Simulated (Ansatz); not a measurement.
Basis-set series for C2H3BOS (`BC(=O)C=S`). The species carries charge 0 and has multiplicity 1. All single points use the PBE0-D4/def2-TZVP geometry. It is one conformer, not always the lowest.

```
atom    x (Å)    y (Å)    z (Å)
  B1   0.8469  -0.2686  -1.1280
  C2   0.0193  -0.1242   0.1560
  O3   0.3477  -1.3194   0.1348
  C4  -0.8004   0.5741   1.1254
  S5  -2.3616   0.2302   1.2876
  H6   0.2516  -0.4798  -2.1383
  H7   2.0125  -0.0223  -1.0729
  H8  -0.3160   1.4100   1.6354
```

```json
{"functional": "PBE0-D4", "basis": "def2-TZVPP", "functions": "208", "energy (Eh)": "-575.93664", "HOMO (eV)": "-7.40", "LUMO (eV)": "-3.59"}
{"functional": "PBE0-D4", "basis": "def2-QZVPP", "functions": "388", "energy (Eh)": "-575.95822", "HOMO (eV)": "-7.43", "LUMO (eV)": "-3.62"}
{"functional": "ωB97M-V", "basis": "def2-TZVPP", "functions": "208", "energy (Eh)": "-576.19863", "HOMO (eV)": "-9.63", "LUMO (eV)": "-1.40"}
{"functional": "ωB97M-V", "basis": "def2-QZVPP", "functions": "388", "energy (Eh)": "-576.21886", "HOMO (eV)": "-9.66", "LUMO (eV)": "-1.45"}
```

Question: Give the rows for def2-SVP. (Estimate.)

Answer: The calculation gave: 
| functional | basis | functions | energy (Eh) | HOMO (eV) | LUMO (eV) |
| --- | --- | --- | --- | --- | --- |
| PBE0-D4 | def2-SVP | 89 | -575.59735 | -7.32 | -3.52 |
| ωB97M-V | def2-SVP | 89 | -575.85275 | -9.53 | -1.26 |

Computed with Ansatz.
